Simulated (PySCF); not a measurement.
`C=C1C[C@H](C)[C@@H](Cl)[SiH2]1`, C$_{6}$H$_{11}$ClSi

Geometry (Å), atoms numbered from 1 in this order:
```xyz
19

C    -2.399   -1.282    0.769
C    -1.411   -0.481    0.400
C     0.029   -0.711    0.780
C     0.934   -0.153   -0.325
C     2.400   -0.124    0.089
C     0.396    1.235   -0.672
Cl    1.059    1.802   -2.234
Si   -1.514    1.063   -0.683
H    -3.420   -1.085    0.487
H    -2.234   -2.165    1.369
H     0.234   -1.768    0.956
H     0.234   -0.171    1.710
H     0.826   -0.790   -1.210
H     2.757   -1.128    0.307
H     3.008    0.292   -0.711
H     2.532    0.491    0.978
H     0.745    1.961    0.064
H    -2.022    0.811   -2.029
H    -2.161    2.214   -0.053
```

Computed, not measured: PySCF, TDDFT BHandHLYP/def2-SVPD circular dichroism and optical rotation, one conformer, gas phase. Geometry: GFN2-xTB.

Stereocentres: C4 S, C6 R.

Q: What is the specific rotation at 633, 589.3, 546, 436, 405, 365, 355 nm?

A: [α] in deg dm⁻¹ (g/mL)⁻¹:
| λ (nm) | origin-invariant length gauge | modified velocity gauge | length gauge (centre of mass) | isotropic polarisability (au) |
| --- | --- | --- | --- | --- |
| 633 | +141.3 | +145.4 | +140.2 | 109.7 |
| 589.3 | +166.9 | +171.6 | +165.6 | 110.1 |
| 546 | +200.3 | +205.8 | +198.7 | 110.7 |
| 436 | +355.9 | +364.7 | +353.0 | 113.0 |
| 405 | +436.9 | +447.3 | +433.4 | 114.1 |
| 365 | +595.9 | +609.0 | +591.0 | 116.0 |
| 355 | +650.7 | +664.7 | +645.4 | 116.6 |

Q: And for the mirror image at 589.3 nm?

A: -166.9 deg dm⁻¹ (g/mL)⁻¹ (origin-invariant length gauge): the same size and the opposite sign.

Q: What is the molar rotation [Φ] = [α]·M/100 of the geometry above at 589.3 nm?

A: With M = 146.69 g/mol, +244.9 deg cm² dmol⁻¹ (origin-invariant length gauge).

The first excitation lies at 6.38 eV (194 nm) with R = +44.4 × 10⁻⁴⁰ esu² cm² (velocity form).
